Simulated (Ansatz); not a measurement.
Ansatz (a program for electronic structure) input (CCSD(T)/aug-cc-pVDZ):

Ansatz 0.2 input:
```yaml
crystal:
  periodic: [false, false, false]
  atoms:
    - {symbol: C, position_ang: [2.32003156, -0.21338363, 0.15870825]}
    - {symbol: C, position_ang: [0.97293156, -0.28716560, 0.14835701]}
    - {symbol: C, position_ang: [0.04644238, 0.73158387, -0.30132222]}
    - {symbol: C, position_ang: [-1.31808495, 0.71461345, -0.33571114]}
    - {symbol: C, position_ang: [-2.02881568, -0.52945280, 0.15751773]}
    - {symbol: H, position_ang: [2.93969569, -1.02943903, 0.51520037]}
    - {symbol: H, position_ang: [2.83639264, 0.67598779, -0.19364562]}
    - {symbol: H, position_ang: [0.53479063, -1.21220202, 0.51784304]}
    - {symbol: H, position_ang: [0.55952661, 1.63510270, -0.65962978]}
    - {symbol: H, position_ang: [-2.72121107, -0.25516495, 0.96475008]}
    - {symbol: H, position_ang: [-2.67244515, -0.92009068, -0.64211496]}
    - {symbol: H, position_ang: [-1.43177855, -1.39136554, 0.53229906]}
basis:
  gaussian:
    orbitals: aug-cc-pVDZ
total_charge: -1
magnetization: {spin_polarized: false}
correlation: {method: ccsd_t, electrons: outside_noble_gas}
output: {forces: true}
```

Output:

```
Functional definition: HF
integrals: 0.72 GiB planned
1781 factors; integrals over basis functions are off by at most 7.1e-4 eV
mean field: 0.86 GiB planned
mean field evaluation 1: about -5256.9779 eV, gradient 3.1e1 eV
mean field evaluation 2: about -5256.9820 eV, gradient 3.1e1 eV
mean field evaluation 4: about -5260.3401 eV, gradient 4.9e0 eV
mean field evaluation 8: about -5260.4372 eV, gradient 1.4e-1 eV
mean field evaluation 16: about -5260.4244 eV, gradient 1.4e0 eV
mean field evaluation 32: about -5252.4581 eV, gradient 1.6e0 eV
mean field -5260.43735614 eV, -193.3175071855 hartree, gradient 8.6e-7 eV, S^2 0.000000; 1 other end points of the search recorded, 0 dependent functions left out; unrestricted orbitals would lower it
5 core orbitals not correlated
reference -5260.43735614 eV, -193.3175071855 hartree; 14, 14 occupied and 159, 159 virtual orbitals, 1781 factors
densities: 4.46 GiB planned
second order -19.51271953 eV of doubles, -0.00000000 eV of singles
coupled cluster: 2.25 GiB planned
cycle   1  -20.16478129 eV  change   -6.5e-1 eV  update   1.2e-1
cycle   2  -20.73268404 eV  change   -5.7e-1 eV  update   3.9e-2
cycle   3  -20.88640556 eV  change   -1.5e-1 eV  update   2.5e-2
cycle   4  -20.89095203 eV  change   -4.5e-3 eV  update   1.1e-2
cycle   5  -20.88556641 eV  change    5.4e-3 eV  update   7.8e-3
cycle   6  -20.88625442 eV  change   -6.9e-4 eV  update   3.9e-3
cycle   7  -20.88655949 eV  change   -3.1e-4 eV  update   2.2e-3
cycle   8  -20.88633378 eV  change    2.3e-4 eV  update   1.2e-3
cycle   9  -20.88641568 eV  change   -8.2e-5 eV  update   6.2e-4
cycle  10  -20.88683988 eV  change   -4.2e-4 eV  update   3.2e-4
cycle  11  -20.88658731 eV  change    2.5e-4 eV  update   1.8e-4
cycle  12  -20.88655601 eV  change    3.1e-5 eV  update   7.0e-5
cycle  13  -20.88657085 eV  change   -1.5e-5 eV  update   3.5e-5
cycle  14  -20.88656572 eV  change    5.1e-6 eV  update   1.6e-5
cycle  15  -20.88657669 eV  change   -1.1e-5 eV  update   9.7e-6
cycle  16  -20.88658023 eV  change   -3.5e-6 eV  update   5.0e-6
cycle  17  -20.88658013 eV  change    9.5e-8 eV  update   2.6e-6
perturbative correction -0.92700124 eV, -0.0340666674 hartree
the calculation of the forces begins
Total energy: -5282.25093751 eV, -194.1191415154 hartree
Atom 0 at     2.320032    -0.213384     0.158708 Å, force     0.810931     0.131700    -0.029887 eV/Å
Atom 1 at     0.972932    -0.287166     0.148357 Å, force    -0.661339    -0.485529     0.180843 eV/Å
Atom 2 at     0.046442     0.731584    -0.301322 Å, force     0.601118     0.491392    -0.185097 eV/Å
Atom 3 at    -1.318085     0.714613    -0.335711 Å, force    -0.906653     0.450390    -0.213888 eV/Å
Atom 4 at    -2.028816    -0.529453     0.157518 Å, force    -0.139372    -0.208518     0.082056 eV/Å
Atom 5 at     2.939696    -1.029439     0.515200 Å, force     0.277946    -0.393898     0.171431 eV/Å
Atom 6 at     2.836393     0.675988    -0.193646 Å, force     0.237781     0.414842    -0.164446 eV/Å
Atom 7 at     0.534791    -1.212202     0.517843 Å, force    -0.164976    -0.447497     0.180169 eV/Å
Atom 8 at     0.559527     1.635103    -0.659630 Å, force     0.180624     0.358598    -0.142907 eV/Å
Atom 9 at    -2.721211    -0.255165     0.964750 Å, force    -0.264142     0.111388     0.329563 eV/Å
Atom 10 at    -2.672445    -0.920091    -0.642115 Å, force    -0.244274    -0.159506    -0.325081 eV/Å
Atom 11 at    -1.431779    -1.391366     0.532299 Å, force     0.272357    -0.263362     0.117245 eV/Å
Dipole moment:     0.714023    -0.696832     0.310021 e Å
```

It need not be the lowest isomer of its formula. Whether it binds its extra electron was not tested at this geometry.
